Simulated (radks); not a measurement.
Ta23+, 50 electrons, occupied as [Kr] 4d10 4f4 (the NIST ground configuration).

All-electron calculation, scalar-relativistic Kohn-Sham, PBEsol, spin-polarised, spherical densities, finite nucleus; open shells are filled with parallel spins first (spin-orbit coupling, left out, can overturn this in heavy ions); Fermi nuclear charge, rms radius 5.3507 fm. Program: a radial shooting solver on a logarithmic mesh with Libxc functionals.

Energy parts (hartree):
| part | energy |
|---|---|
| total | -15376.8605 |
| kinetic | 16910.0940 |
| electron-nucleus | -36672.4053 |
| Hartree | 4669.1334 |
| exchange-correlation | -283.6827 |

Orbitals (lengths in bohr, moments of r in powers of bohr; <r^-3> diverges for s and p1/2):
orbital  occ.  eigenvalue (hartree)  <r^-3>
1s up       1             -2499.309       -
1s down     1             -2499.310       -
2s up       1             -450.4863       -
2s down     1             -450.4809       -
2p up       3             -398.0324   18730
2p down     3             -398.0286   18730
3s up       1             -122.9733       -
3s down     1             -122.8302       -
3p up       3             -107.3586    4165
3p down     3             -107.2153    4174
3d up       5             -89.11557   537.6
3d down     5             -89.00578   538.9
4s up       1             -43.83933       -
4s down     1             -43.60818       -
4p up       3             -38.46203    1088
4p down     3             -38.23963    1083
4d up       5             -31.64302   128.8
4d down     5             -31.42363   128.0
4f up       4             -24.16262   27.54
4f down     0             -23.92462   27.41
5s up       0             -21.37426       -
5s down     0             -21.25509       -
5p up       0             -19.30396   359.4
5p down     0             -19.19619   355.5

The highest occupied level is 4f up at -657.50 eV. Spin moment in Bohr magnetons: 4. The density falls to 0.001 e/bohr^3 at r = 1.38 bohr. For comparison, the ionisation energy in NIST's Atomic Spectra Database is 700 eV (theoretical). In exact Kohn-Sham theory the highest level is minus the ionisation energy, but local and semilocal functionals leave it too shallow, through self-interaction and a potential that decays too fast; potentials with the right tail come closer.
